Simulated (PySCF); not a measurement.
# Germanium: a sound run and one with changed settings

Sound run: Ge⁺ [Ar] 3d10 4s2 4p1, Ge²⁺ [Ar] 3d10 4s2. Calculation: PySCF 2.14, in pcseg-2 (6s5p3d1f, 43 functions); the non-relativistic Hamiltonian (point nucleus). The sound run starts from symmetry-adapted Hartree-Fock orbitals and uses a fine grid where one is needed.

A second run was set up differently.

```csv
species,method,sound run (hartree),changed run (hartree),converged
Ge⁺,UHF,-2075.05916,-2075.05916,yes
Ge⁺,B3LYP,-2076.72018,-2080.55010,yes
Ge⁺,TPSS,-2076.63451,-2081.33129,yes
Ge²⁺,UHF,-2074.49794,-2074.49794,yes
Ge²⁺,B3LYP,-2076.13697,-2079.85220,yes
Ge²⁺,TPSS,-2076.05317,-2080.56730,yes
```

Ionisation energy of Ge⁺:

| method | sound run (eV) | changed run (eV) |
| --- | --- | --- |
| UHF | 15.272 | 15.272 |
| B3LYP | 15.870 | 18.991 |
| TPSS | 15.819 | 20.789 |

Q: What was changed?
A. radial grid too coarse
B. minimal basis
C. a valence shell is frozen
D. too few SCF iterations

A: A. It used radial step 1.2 in ln r (0.13 in the sound run). A coarse radial grid mis-integrates the density and the exchange-correlation energy, with errors of either sign; Hartree-Fock needs no grid.
